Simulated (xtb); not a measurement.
C4H11NSi, SMILES CNC1([SiH3])CC1. All values are semi-empirical tight-binding results from xtb (GFN2-xTB unless named), good for trends rather than for accurate numbers. The structure is a stationary point at GFN2-xTB. The structure was generated by enumeration, and PubChem lists no compound with its InChIKey, so it may never have been made. One conformer was computed; it need not be the lowest.

Question: Estimate the properties. (Estimate from the structure and the level; the computed values follow.)

Answer: 
```
Item                                           Result
--------------------------------------  -------------
orbital gap                                   4.45 eV
dipole moment                                  0.73 D
zero-point energy                       86.6 kcal/mol
G − E(el) at 298.15 K (modified RRHO)   66.3 kcal/mol
static polarisability (D4 model)           84.1 bohr³
solvation energy, GFN2-xTB/ALPB(water)  -1.0 kcal/mol
solvation energy, GFN2-xTB/ALPB(ether)  -5.1 kcal/mol
```
